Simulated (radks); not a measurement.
Isoelectronic series with 44 electrons, each ion in its NIST ground configuration. All-electron calculation, scalar-relativistic Kohn-Sham, PBEsol, spin-polarised, spherical densities, finite nucleus; open shells are filled with parallel spins first (spin-orbit coupling, left out, can overturn this in heavy ions); Fermi nuclear charge, rms radius of each element as measured or else 0.836 A^(1/3) + 0.57 fm. Program: a radial shooting solver on a logarithmic mesh with Libxc functionals. Total energies (hartree) and orbital eigenvalues (Ry) (* marks an orbital that is empty in some or all of the ions):

| ion | configuration | E (hartree) | 4d down | 5s up* | 4d up | 4p down |
|---|---|---|---|---|---|---|
| Ru | [Kr] 4d7 5s1 | -4528.43082 | -0.28336 | -0.35345 | -0.43756 | -3.31589 |
| Rh+ | [Kr] 4d8 | -4781.39177 | -0.94584 | -0.81087 | -1.04114 | -4.21556 |
| Pd2+ | [Kr] 4d8 | -5042.26151 | -1.95011 | -1.50654 | -2.05603 | -5.52885 |
| Ag3+ | [Kr] 4d8 | -5310.99595 | -3.15115 | -2.32815 | -3.26677 | -7.04736 |
| Cd4+ | [Kr] 4d8 | -5587.60313 | -4.52624 | -3.26336 | -4.65094 | -8.74504 |
| In5+ | [Kr] 4d8 | -5872.10966 | -6.06237 | -4.30507 | -6.19573 | -10.60757 |
| Sn6+ | [Kr] 4d8 | -6164.53904 | -7.75139 | -5.44879 | -7.89310 | -12.62629 |
| Sb7+ | [Kr] 4d8 | -6464.92588 | -9.58777 | -6.69150 | -9.73761 | -14.79557 |
| Te8+ | [Kr] 4d8 | -6773.30317 | -11.56762 | -8.03110 | -11.72540 | -17.11160 |
| I9+ | [Kr] 4d8 | -7089.71716 | -13.68805 | -9.46610 | -13.85363 | -19.57165 |
| Xe10+ | [Kr] 4d8 | -7414.20308 | -15.94688 | -10.99541 | -16.12015 | -22.17376 |
| Cs11+ | [Kr] 4d8 | -7746.8096 | -18.34241 | -12.61828 | -18.52326 | -24.91648 |
| Ba12+ | [Kr] 4d8 | -8087.5799 | -20.87328 | -14.33415 | -21.06164 | -27.79875 |
